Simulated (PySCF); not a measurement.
B(F)(OAc)(OH) (C2H4BFO3), SMILES CC(=O)OB(O)F. Atoms are numbered in the order given.

```xyz
11

B      0.1216     0.3907     1.1414
F     -0.9943    -0.1479     1.6274
O      0.6595    -0.0632    -0.0475
C     -0.0986    -0.3309    -1.1525
C      0.6651    -1.1541    -2.1522
O     -1.2171     0.0834    -1.2808
H      0.0542    -1.3148    -3.0478
H      0.9401    -2.1202    -1.7008
H      1.6034    -0.6420    -2.4146
O      0.8016     1.3314     1.8242
H      0.3924     1.5526     2.6706
```

Geometry: B3LYP-D3(BJ)/def2-SVP. One conformer was computed; it need not be the lowest.

Two levels are set side by side: PBE/pcSseg-1 (PySCF) and PBE0/pcSseg-1 (PySCF). GIAO shifts against BF3 (¹¹B), CFCl3 (¹⁹F), H2O (¹⁷O), TMS (¹H), TMS (¹³C) at the same level; non-relativistic, no solvent, atoms listed together averaged. Differences are taken from unrounded values.

```json
[
 {"quantity": "δ(¹¹B) of B1 (ppm)", "PBE0": "5.2"},
 {"quantity": "δ(¹⁹F) of F2 (ppm)", "PBE0": "-121.9"},
 {"quantity": "δ(¹⁷O) of O3 (ppm)", "PBE0": "235.0"},
 {"quantity": "δ(¹³C) of C4 (ppm)", "PBE0": "174.8"},
 {"quantity": "δ(¹³C) of C5 (ppm)", "PBE0": "25.5"},
 {"quantity": "δ(¹⁷O) of O6 (ppm)", "PBE0": "492.9"},
 {"quantity": "δ(¹⁷O) of O10 (ppm)", "PBE0": "103.2"},
 {"quantity": "δ(¹H) of H11 (ppm)", "PBE0": "4.23"}
]
```

Q: What does PBE give, and how far is it from PBE0? (An estimate is asked for; the answer gives what the named calculation found.)

A: 
| quantity | PBE | PBE minus PBE0 |
|---|---|---|
| δ(¹¹B) of B1 (ppm) | 4.8 | -0.4 |
| δ(¹⁹F) of F2 (ppm) | -139.0 | -17.1 |
| δ(¹⁷O) of O3 (ppm) | 251.3 | 16.3 |
| δ(¹³C) of C4 (ppm) | 171.5 | -3.3 |
| δ(¹³C) of C5 (ppm) | 25.1 | -0.4 |
| δ(¹⁷O) of O6 (ppm) | 490.4 | -2.4 |
| δ(¹⁷O) of O10 (ppm) | 112.4 | 9.3 |
| δ(¹H) of H11 (ppm) | 4.14 | -0.09 |

Rough cost on one machine, each run with all the roots and properties that it gave: PBE0 against PBE within a factor of 2.
